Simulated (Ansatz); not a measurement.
System: NaF, charge 0, singlet. NaF (SMILES [F][Na]).
B3LYP-D3(BJ)/def2-TZVP minimum from Ansatz (a program for electronic structure):
```xyz
2

Na     0.0000     0.0000    -0.8672
F      0.0000     0.0000     1.0599
```
Charge 0, spin multiplicity 1.

Total energies in def2-QZVPP, 8 correlated electrons, 6 frozen orbitals. Open shells are spin-unrestricted; no spin-orbit coupling. Correlated methods leave the cores frozen. No relativity.

```csv
method,program,energy (Eh),minus CCSDT(Q) (mEh)
HF,Ansatz,-261.38104,308.72
MP2,Ansatz,-261.68535,4.41
CCSD,Ansatz,-261.68011,9.65
CCSD(T),Ansatz,-261.68947,0.29
CCSDT(Q),Ansatz,-261.68976,0.00
```

Rough core times of Ansatz's runs on a shared machine: CCSD(T) under 20 s, CCSDT(Q) 80 s.
